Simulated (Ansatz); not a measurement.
```yaml
crystal:
  periodic: [false, false, false]
  atoms:
    - {symbol: C, position_ang: [-1.142113, 0.974086, -0.078483]}
    - {symbol: C, position_ang: [0.164999, 0.285145, -0.372754]}
    - {symbol: O, position_ang: [0.125970, -0.148235, -1.689291]}
    - {symbol: Si, position_ang: [0.628387, -1.102176, 0.854122]}
    - {symbol: Cl, position_ang: [1.521233, 1.523359, -0.171129]}
    - {symbol: H, position_ang: [-1.148136, 1.384202, 0.931036]}
    - {symbol: H, position_ang: [-1.957185, 0.252992, -0.178237]}
    - {symbol: H, position_ang: [-1.301396, 1.783915, -0.793295]}
    - {symbol: H, position_ang: [0.944516, -0.609966, -1.899263]}
    - {symbol: H, position_ang: [1.886251, -1.719312, 0.358274]}
    - {symbol: H, position_ang: [-0.453580, -2.123432, 0.853143]}
    - {symbol: H, position_ang: [0.807954, -0.555677, 2.219878]}
basis:
  gaussian: {orbitals: def2-mTZVPP, final_grid: {core_spheres: 5, valence_spheres: 4, degree: 11}, point_charges: [{charge: 1.00, position_ang: [5.137, -0.922, 0.757]}]}
magnetization: {spin_polarized: true, initial_magnetization: 0}
hamiltonian: {xc: {name: wB97X}}
outputs: {forces: true}
output: {forces: true}
```

```sh
$ ansatz run in.yaml --threads 4 --pin off --events-out ev --progress --plain --max-ram 10444MiB
```

Output, abridged:

```
Error: YAML parse error: error: line 20 column 1: unknown field `outputs`, expected one of crystal, accuracy, basis, kpoints, hamiltonian, magnetization, projection, total_charge, correlation, batch, efield, external_charges, scf, relax, neb, saddle, md, ramp, phonons, dielectric, real_time, elastic, magnetic_configurations, gw, evaluate, workflow, output, checkpoint, execution
18 | magnetization: {spin_polarized: true, initial_magnetization: 0}
19 | hamiltonian: {xc: {name: wB97X}}
20 | outputs: {forces: true}
21 | output: {forces: true}
```

Something in this input is off. What?

The input holds a key that doesn't belong there. The program refused the input.
